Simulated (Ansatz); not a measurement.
CaCl, SMILES [Cl][Ca+], charge +1.

Geometry: PBE-D3(BJ)/def2-TZVPD. The spin state was assumed, not searched.

Two levels are set side by side: PBE/def2-TZVPD (Ansatz, a first-principles code) and PBE0/def2-TZVPD (Ansatz). Energy differences of separate SCF runs at the same geometry; the states with an electron removed or added have multiplicity 2 and 2. Differences are taken from unrounded values.

```json
[
 {"quantity": "vertical ionisation energy (eV)", "PBE0": "15.75"},
 {"quantity": "vertical electron affinity (eV)", "PBE0": "5.88"},
 {"quantity": "vertical singlet–triplet gap (eV)", "PBE0": "4.91"}
]
```

Task: What does PBE give, and how far is it from PBE0? (An estimate is asked for; the answer gives what the named calculation found.)

Result: 
| quantity | PBE | PBE minus PBE0 |
|---|---|---|
| vertical ionisation energy (eV) | 15.92 | 0.18 |
| vertical electron affinity (eV) | 5.86 | -0.02 |
| vertical singlet–triplet gap (eV) | 4.99 | 0.08 |

On these quantities the two levels nearly agree.
